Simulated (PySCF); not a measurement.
# Correlation energy of C (carbon, neutral)

[He] 2s1 2p2 3s1, high-spin 5P determinant (an excited configuration). Calculation: PySCF 2.14, in dyall-av3z (15s9p3d2f, 71 functions); scalar relativity by spin-free X2C-1e. Frozen: 1s2; 4 electrons correlated; the 14 highest virtual orbitals of each spin left out.

| level | correlation energy (mhartree) |
| --- | --- |
| CCSD | -21.64 |
| (T) | -0.19 |
| CCSD(T) | -21.83 |

Diagnostics: T1 = 0.0074, D1 = 0.0188, largest double amplitude 0.030.

The outer electron is Rydberg-like, and this basis confines it to a smaller radius and binds it less than a complete one would.

Cost of the coupled-cluster step: of the order of 4 core-seconds, for 4 correlated electrons.

Iterations:

```
CC2 = 0
CCSD nocc = (np.int64(4), np.int64(0)), nmo = (56, 56)
frozen orbitals [[0, 57, 58, 59, 60, 61, 62, 63, 64, 65, 66, 67, 68, 69, 70], [0, 57, 58, 59, 60, 61, 62, 63, 64, 65, 66, 67, 68, 69, 70]]
max_cycle = 100
direct = 0
conv_tol = 1e-08
conv_tol_normt = 1e-06
diis_space = 8
diis_start_cycle = 0
Init t2, MP2 energy = -0.0159761692841555
Init E_corr(UCCSD) = -0.0159761692841993
cycle = 1  E_corr(UCCSD) = -0.0197778863867672  dE = -0.0038017171  norm(t1,t2) = 0.0237056
cycle = 2  E_corr(UCCSD) = -0.0208864957500533  dE = -0.00110860936  norm(t1,t2) = 0.0108903
cycle = 3  E_corr(UCCSD) = -0.0216271015982177  dE = -0.000740605848  norm(t1,t2) = 0.00615167
cycle = 4  E_corr(UCCSD) = -0.0215709372937426  dE = 5.61643045e-05  norm(t1,t2) = 0.00265879
cycle = 5  E_corr(UCCSD) = -0.021636002973088  dE = -6.50656793e-05  norm(t1,t2) = 0.00127822
cycle = 6  E_corr(UCCSD) = -0.0216336263239653  dE = 2.37664912e-06  norm(t1,t2) = 0.000200409
cycle = 7  E_corr(UCCSD) = -0.021635708788789  dE = -2.08246482e-06  norm(t1,t2) = 4.63615e-05
cycle = 8  E_corr(UCCSD) = -0.0216351935988749  dE = 5.15189914e-07  norm(t1,t2) = 1.36577e-05
cycle = 9  E_corr(UCCSD) = -0.0216350166396035  dE = 1.76959271e-07  norm(t1,t2) = 2.74719e-05
cycle = 10  E_corr(UCCSD) = -0.0216351792799597  dE = -1.62640356e-07  norm(t1,t2) = 2.23944e-06
cycle = 11  E_corr(UCCSD) = -0.0216351847040685  dE = -5.42410876e-09  norm(t1,t2) = 4.86707e-07
UCCSD converged
E(UCCSD) = -37.32728905063789  E_corr = -0.02163518470406849
UCCSD(T) correction = -0.000189963845051985
```
